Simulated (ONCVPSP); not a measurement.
# rubidium, ONCV: configuration errors across variants

ONCVPSP 4.0.1 input, shortened (lines: element, Z, core and valence counts, functional; n l f; lmax; l rc ep ncon nbas qcut; lloc lpopt rc5 dvloc0; l nproj debl; icmod fcfact rcfact), LDA (Perdew-Zunger), scalar-relativistic:

```
  Rb 37.00    6    3        3      upf
    1    0    2.00
    2    0    2.00
    2    1    6.00
    3    0    2.00
    3    1    6.00
    3    2   10.00
    4    0    2.00
    4    1    6.00
    5    1    1.00
    2
    0    2.35    0.00    3    7    4.70
    1    2.50    0.00    4    9    6.00
    2    2.25    0.37    3    7    3.90
    4    5    1.90    6.00
    0    1    1.40
    1    2    1.30
    2    2    0.90
    3    2.75    1.25
```

All-electron excitation energies from the reference (eV): (1) 4s2 4p6 5s1 5p0 -1.620; (2) 4s2 4p6 5p0 2.657; (3) 4s2 4p6 5s0.5 5p0 0.039; (4) 4s2 4p5 5s1 5p0 19.618.

Errors AE − PS in meV (a dash: test not solved or not reliable):

```tsv
change	(1)	(2)	(3)	(4)	bound ghosts	GHOST(+) flags above zero
base	+28	-0.1	+19	+72	none	none
s: rc 1.62; local potential polynomial inside 1.62 bohr (lpopt 5, dvloc0 6 Ha)	+38	-0.1	+25	+101	none	none
s: rc 1.8; local potential polynomial inside 1.80 bohr (lpopt 5, dvloc0 6 Ha)	+11	-0.1	+7.3	+21	none	p
s: rc 2.04	+0.1	-0.1	+0.1	-7.7	none	none
s: rc 2.22	+15	-0.1	+10	+36	none	none
s: rc 2.4	+32	-0.1	+21	+82	none	none
s: rc 2.58	+48	-0.1	+32	+127	none	none
s: rc 3.06	+85	-0.1	+56	+223	none	none
s: rc 3.26	+94	-0.1	+63	+247	none	none
s: rc 3.38	+100	-0.1	+66	+261	none	none
```

(1) Give the same row for: s: rc 2.8.

Answers

(1) +67, -0.1, +45, +178; bound ghosts: none; GHOST(+) flags above zero: none.
